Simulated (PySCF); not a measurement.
# EPR parameters of C7H11S

Compound: C₇H₁₁S (doublet state).
Geometry (GFN2-xTB, Å), atoms numbered from 1 in this order:
```
atom  x, y, z in Å
S1    -3.2752    0.7212   -0.7138
C2    -2.0525   -0.5707   -0.2984
C3    -0.6137   -0.1657   -0.6276
C4     0.3230   -1.3054   -0.4243
C5     1.5384   -0.8821    0.2214
C6     2.2805    0.2831   -0.4413
C7     1.3313    0.5512    0.6729
C8    -0.0749    0.9612    0.2859
H9    -2.8273    1.6299    0.1491
H10   -2.1626   -0.8195    0.7574
H11   -2.3508   -1.4297   -0.8993
H12   -0.6129    0.1675   -1.6772
H13    0.0840   -2.3193   -0.6765
H14    2.1323   -1.5973    0.7716
H15    1.9955    0.5530   -1.4457
H16    3.3374    0.3644   -0.2397
H17    1.7152    0.9017    1.6197
H18   -0.6879    1.0350    1.1877
H19   -0.0896    1.9306   -0.2142
```

The hyperfine couplings belong to this conformer and change with its torsions.

The species is `SC[C@@H]1[CH][C@H]2C[C@H]2C1` [radical].

The calculation used UKS B3LYP, pcH-1 on C H S, non-relativistic, mean-field spin-orbit, GIAO in PySCF 2.14.0. Isolated species at its GFN2-xTB geometry (one conformer only). A GFN2-xTB geometry isn't a minimum of the functional, and hyperfine couplings can be far from their values at a DFT geometry. No stability test was run, so a lower SCF solution isn't excluded.

```json
{"g1, g2, g3": "2.00208, 2.00280, 2.00314", "g_iso": "2.00267", "Form of g": "rhombic: the two nearest values differ by 31 % of g3 − g1", "⟨S²⟩": "0.7545 (exact 0.7500)", "α and β electrons": "35, 34", "Total energy": "-671.49712 Eh"}
```

Isotropic coupling and dipolar principal values T1 to T3, in MHz; ρ(0) is the spin density at the nucleus:

| atom | isotope | a_iso | of which spin–orbit | T1 | T2 | T3 | Mulliken spin population | ρ(0) (bohr⁻³) |
| --- | --- | --- | --- | --- | --- | --- | --- | --- |
| S1 | 33S | -0.9 | 0.0 | -1.2 | -1.1 | 2.3 | 0.01 | -0.0026 |
| C2 | 13C | 54.5 | 0.0 | -2.5 | -2.2 | 4.7 | 0.02 | 0.0485 |
| C3 | 13C | -26.1 | 0.0 | -1.6 | -0.2 | 1.8 | -0.07 | -0.0232 |
| C4 | 13C | 80.6 | -0.1 | -75.3 | -75.0 | 150.3 | 0.96 | 0.0718 |
| C5 | 13C | -37.2 | 0.0 | -1.6 | -1.3 | 2.9 | -0.09 | -0.0331 |
| C6 | 13C | 72.2 | 0.0 | -10.8 | -10.4 | 21.2 | 0.10 | 0.0643 |
| C7 | 13C | 18.6 | 0.0 | -6.3 | -5.5 | 11.8 | 0.05 | 0.0166 |
| C8 | 13C | 4.1 | 0.0 | -1.4 | -0.3 | 1.7 | 0.00 | 0.0037 |
| H9 | 1H | 0.8 | 0.0 | -1.1 | -0.7 | 1.8 | 0.00 | 0.0002 |
| H10 | 1H | -2.5 | 0.0 | -4.3 | -2.0 | 6.2 | 0.00 | -0.0006 |
| H11 | 1H | -2.4 | 0.0 | -3.2 | -2.6 | 5.8 | 0.00 | -0.0005 |
| H12 | 1H | 112.3 | 0.0 | -5.1 | -3.1 | 8.3 | 0.05 | 0.0251 |
| H13 | 1H | -61.0 | 0.0 | -36.7 | 0.7 | 36.0 | -0.04 | -0.0136 |
| H14 | 1H | 19.3 | 0.0 | -4.2 | -2.5 | 6.6 | 0.01 | 0.0043 |
| H15 | 1H | -6.5 | 0.0 | -6.8 | -0.7 | 7.4 | 0.00 | -0.0015 |
| H16 | 1H | 7.4 | 0.0 | -5.6 | -2.0 | 7.6 | 0.00 | 0.0017 |
| H17 | 1H | 1.6 | 0.0 | -3.7 | -1.6 | 5.3 | 0.00 | 0.0004 |
| H18 | 1H | -1.7 | 0.0 | -2.4 | -1.7 | 4.2 | 0.00 | -0.0004 |
| H19 | 1H | -0.2 | 0.0 | -2.1 | -1.4 | 3.5 | 0.00 | 0.0000 |

The Mulliken spin populations are largest on C4 (+0.96), C6 (+0.10), C5 (-0.09) and C3 (-0.07). C4 is the only atom above +0.15. The positive populations add up to 1.21 and the negative ones to -0.21, together 2S = 1. The angles at C4 add up to 359.9°, so it is planar; its axial dipolar tensor and the negative coupling of its proton fit spin in a p orbital normal to that plane.

Axes: g2 points within 14° of the C3–C4 bond.

Under fast tumbling the dipolar parts average out, and these isotropic splittings remain (the largest six): 1 × 1H (H12, I = 1/2, 2 lines) with 4.01 mT, 1 × 1H (H13, I = 1/2, 2 lines) with 2.17 mT, 1 × 1H (H14, I = 1/2, 2 lines) with 0.69 mT, 1 × 1H (H16, I = 1/2, 2 lines) with 0.26 mT, 1 × 1H (H15, I = 1/2, 2 lines) with 0.23 mT and 1 × 1H (H10, I = 1/2, 2 lines) with 0.09 mT.

The 13C coupling of C4 (80.6 MHz) shows only in satellite lines or after enrichment, since that isotope makes up about 1.07 % of natural carbon.

Examples of negative spin density at the nucleus (bohr⁻³): C5 (-0.0331), C3 (-0.0232) and H13 (-0.0136).

On one thread of an Intel Xeon at 2.50 GHz, on a shared host, this took 4.5 min of wall time (grids of density and orbitals included) and 1.0 GiB of memory at its peak.
